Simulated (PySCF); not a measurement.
Structure from NMR data

Molecular formula: C$_{7}$H$_{9}$FOSi. Simulated spectra:

1H NMR (500 MHz, computed): δ 7.30 (m, 2H), 6.98 (d, 2H), 5.58 (m, 2H), 5.06 (s, 3H).

13C{1H} NMR (computed): δ 161.4 (C), 135.6 (C), 129.1 (CH), 121.6 (CH), 84.1 (CH2).

Theoretical values (PySCF 2.14.0 with density-fitted response routines): σ from GIAO-PBE0/pcSseg-1, PBE0-D3(BJ)/def2-SVP structure. Gas phase, single conformer, relativity neglected, equivalent nuclei averaged.

Chemical shifts δ = σref − σ; 1H, 13C against TMS, all at this level.

Deduce the structure.

Results:


- The formula gives 4 degrees of unsaturation (1 ring in the answer).
- 5 carbon signals for 7 carbons: some carbons are equivalent by symmetry or fast rotation.
- Carbon types of the structure: 2 × C, 4 × CH, 1 × CH2, leaving 3 H on heteroatoms.
- δC 161.4: aromatic carbon bearing oxygen; σ withdrawal by the attached heteroatom moves it downfield of the ring CH carbons.
- δC 135.6: substituted aromatic carbon.
- δC 129.1, 121.6: aromatic CH.
- δC 84.1: sp3 CH2 bonded to F, on an aromatic ring; deshielded by the electronegative neighbour.
- δH 7.30, 6.98: hydrogen on an aromatic CH.
- δH 5.58: hydrogen on an sp3 CH2 bonded to F, on an aromatic ring; its carbon carries F, which withdraws density.
- δH 5.06: hydrogen on a silicon bonded to O.

Structure: `c1c(CF)ccc(O[SiH3])c1`.

This is the structure that produced the data.

Splittings by 19F in the carbon and heteronuclear signals aren't shown, as no couplings were computed. Shifts are as computed. Against solution values, carbons near 30 ppm lie about +2 ppm off and those near 130 ppm about +5 ppm. Of 1309 compounds with measured shifts, 239 miss one by over three times the rms of a fit or turn the order of signals round; such compounds aren't used in these exercises. Multiplicities follow the n + 1 count of equivalent neighbours, as no J values were calculated; m marks all less simple cases, F and P coupling included.
